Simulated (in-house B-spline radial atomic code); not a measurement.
A fraction x of an electron is removed from 4d in Cd²⁺, starting from [Kr] 4d10 and keeping the highest spin. All numbers are computed (scalar-relativistic (X2C) TPSS, spin-polarised, spherical fractional occupations; Fermi nucleus of rms radius 4.6087 fm) with a B-spline radial code for spherical atoms, not measured.

```
   x  E(x) - E(0) (eV)  4d down level (eV)
   0            0.0000             -30.362
0.08            2.4747             -31.507
0.23            7.3633             -33.680
0.25            8.0398             -33.972
0.49           16.6173             -37.520
 0.5           16.9932             -37.669
0.53           18.1300             -38.119
 0.7           24.8280             -40.687
0.75           26.8814             -41.449
0.96           35.9246             -44.685
   1           37.7244             -45.308
```

The exact functional would give a straight line between the two integer points. Deviations E(x) - E(0) - x[E(1) - E(0)], in eV: -0.543 at x = 0.08, -1.313 at x = 0.23, -1.391 at x = 0.25, -1.868 at x = 0.49, -1.869 at x = 0.5, -1.864 at x = 0.53, -1.579 at x = 0.7, -1.412 at x = 0.75, -0.291 at x = 0.96.

The curve lies below the straight line by up to 1.869 eV (at x = 0.5): convex, the delocalisation error that favours fractional charges.

(1) How well does Slater's transition state (minus the level at half occupation) give the ionisation energy?

Results:

(1) It gives 37.669 eV against 37.724 eV from the two total energies; NIST lists 37.47 eV, ground level to ground level.
